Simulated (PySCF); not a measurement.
CH4F2OSi.
Cartesian coordinates in Å at the PBE0-D3(BJ)/def2-SVP level; atoms count from 1:
```
atom  x, y, z in Å
O1    -1.4705    0.3834    1.1520
Si2   -0.9272   -0.3900   -0.2106
C3     0.9700   -0.1251   -0.3219
F4     1.1874    1.2211   -0.1831
F5     1.6037   -0.7513    0.7017
H6    -1.1298    1.2728    1.2930
H7    -1.5048    0.1655   -1.4723
H8    -1.2444   -1.8337   -0.0731
H9     1.4528   -0.4428   -1.2657
```

All values: PBE0/pcSseg-1 and PBE0/def2-SVPD (PySCF, non-relativistic), on one gas-phase PBE0-D3(BJ)/def2-SVP geometry that isn't relaxed in the solvent. The solvent is an IEF-PCM continuum (van der Waals radii × 1.2). Specific hydrogen bonds and non-electrostatic terms are outside this model.

Gas phase at PBE0/pcSseg-1: HOMO -8.47 eV, LUMO 0.12 eV, dipole 1.72 D.

**Question.** What does the continuum do to the energy, the frontier levels and the dipole at PBE0/pcSseg-1 in acetone and dimethylsulfoxide?

**Answer.** 
```tsv
solvent	ε	E(solvent) − E(gas) (kJ/mol)	polarisation term (kJ/mol)	distortion of the solute (kJ/mol)	HOMO (eV)	LUMO (eV)	dipole (D)
acetone	20.49	-22.92	-25.24	2.32	-8.30	0.40	2.13
dimethylsulfoxide	46.83	-24.02	-26.59	2.57	-8.29	0.41	2.15
```

Polarisation term: ½ Σ q·V over the induced surface charges. Distortion: the rise of the solute's own energy as its density leaves the gas-phase optimum. From acetone to dimethylsulfoxide the lowering changes by a factor 1.05, Onsager's factor (ε − 1)/(2ε + 1) by 1.04 and ε itself by 2.3.

**Question.** Which radius a makes the point-dipole formula ΔE = −[(ε − 1)/(2ε + 1)]·μ²/a³ give the value in dimethylsulfoxide, with the gas-phase dipole?

**Answer.** μ = 0.677 au and |ΔE| = 0.00915 Eh give a = 1.53 Å; the farthest nucleus lies 2.14 Å from the centroid of the nuclei, so such a sphere wouldn't even hold the nuclei. The formula assumes a rigid point dipole at the centre of a sphere.

**Question.** Give the dipole vector in the frame of the coordinates (D, pointing from negative to positive charge), gas and dimethylsulfoxide.

**Answer.** Gas (-0.30, 0.16, -1.69), solvent (-0.27, 0.21, -2.12). Its length changes by +25 % and its direction by 3°.

**Question.** Which IAO charges (PBE0/pcSseg-1) respond most in acetone (means over atoms taken as equivalent)?

**Answer.** 
```json
{"atoms": "O1", "environment": "silanol oxygen", "gas (e)": "-0.772", "solvent (e)": "-0.794", "change": "-0.022"}
{"atoms": "H9", "environment": "methine hydrogen", "gas (e)": "+0.142", "solvent (e)": "+0.162", "change": "+0.020"}
{"atoms": "H6", "environment": "hydroxyl hydrogen", "gas (e)": "+0.367", "solvent (e)": "+0.384", "change": "+0.017"}
{"atoms": "F4/F5", "environment": "fluorine of a CF2 group", "gas (e)": "-0.304", "solvent (e)": "-0.314", "change": "-0.010"}
{"atoms": "Si2", "environment": "oxygen-bound silicon", "gas (e)": "+0.993", "solvent (e)": "+0.996", "change": "+0.003"}
{"atoms": "C3", "environment": "CHF2 carbon", "gas (e)": "+0.154", "solvent (e)": "+0.152", "change": "-0.002"}
```

**Question.** How do the nuclear quadrupole coupling constants eQVzz/h respond in acetone?

**Answer.** 
```csv
nucleus,Q (barn),gas (MHz),solvent (MHz),η gas,η solvent
17O at O1,-0.0256,-8.90,-8.52,0.65,0.65
```

Gas phase at PBE0/def2-SVPD: HOMO -8.62 eV, LUMO -0.31 eV, dipole 1.72 D.

**Question.** What does the continuum do to the energy, the frontier levels and the dipole at PBE0/def2-SVPD in acetone and dimethylsulfoxide?

**Answer.** 
| solvent | ε | E(solvent) − E(gas) (kJ/mol) | polarisation term (kJ/mol) | distortion of the solute (kJ/mol) | HOMO (eV) | LUMO (eV) | dipole (D) |
| --- | --- | --- | --- | --- | --- | --- | --- |
| acetone | 20.49 | -21.73 | -24.56 | 2.83 | -8.45 | -0.05 | 2.21 |
| dimethylsulfoxide | 46.83 | -22.80 | -25.94 | 3.14 | -8.45 | -0.04 | 2.24 |

**Question.** How does the static polarisability (PBE0/def2-SVPD, frozen core, with the continuum's full static response) change?

**Answer.** 
```
           medium  isotropic (au)  principal values (au)  ⟨r²⟩ of the electrons (bohr²)
              gas            45.2       43.7, 44.6, 47.3                          531.2
          acetone            56.6       55.5, 56.3, 57.9                          531.4
dimethylsulfoxide            57.2       56.1, 57.0, 58.5                          531.4
```

The isotropic value in dimethylsulfoxide is 1.26 times the gas-phase one; no cavity-field correction is applied. ⟨r²⟩ is taken about the centre of nuclear charge.
